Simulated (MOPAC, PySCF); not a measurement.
C₆H₄O₂, SMILES `C1=CC(C=CC1=O)=O`, neutral singlet in the gas phase. 

Cartesian coordinates (Å):
```xyz
12

O     -0.3277     2.6642    -0.0271
C     -0.1770     1.4393    -0.0147
C      1.1784     0.8272    -0.0345
C      1.3437    -0.5175    -0.0208
C      0.1770    -1.4393     0.0147
O      0.3277    -2.6642     0.0271
C     -1.1784    -0.8272     0.0345
C     -1.3437     0.5175     0.0208
H      2.0247     1.5288    -0.0606
H      2.3349    -0.9936    -0.0349
H     -2.0247    -1.5288     0.0606
H     -2.3349     0.9936     0.0349
```
Charge 0, multiplicity 1.

All levels are single points at this geometry (PBE-D3(BJ)/def2-SVPD); Pople sets use spherical d functions. Orbital energies aren't observables, and empty levels follow the basis.

HF/3-21G in PySCF gives gap (eV) = 10.90.

Estimate the gap (eV) from each of these levels: PBE-D3(BJ)/def2-TZVPD in PySCF; B3LYP/3-21G in PySCF; BP86/6-31G* in PySCF; M06-2X/6-31G* in PySCF; SVWN5/6-31G* in PySCF; AM1 in MOPAC; PM6 in MOPAC; PM7 in MOPAC.


```json
[
 {"level": "PBE-D3(BJ)/def2-TZVPD in PySCF", "gap (eV)": "1.72"},
 {"level": "B3LYP/3-21G in PySCF", "gap (eV)": "3.72"},
 {"level": "BP86/6-31G* in PySCF", "gap (eV)": "1.71"},
 {"level": "M06-2X/6-31G* in PySCF", "gap (eV)": "6.72"},
 {"level": "SVWN5/6-31G* in PySCF", "gap (eV)": "1.58"},
 {"level": "AM1 in MOPAC", "gap (eV)": "9.17"},
 {"level": "PM6 in MOPAC", "gap (eV)": "8.37"},
 {"level": "PM7 in MOPAC", "gap (eV)": "8.45"}
]
```
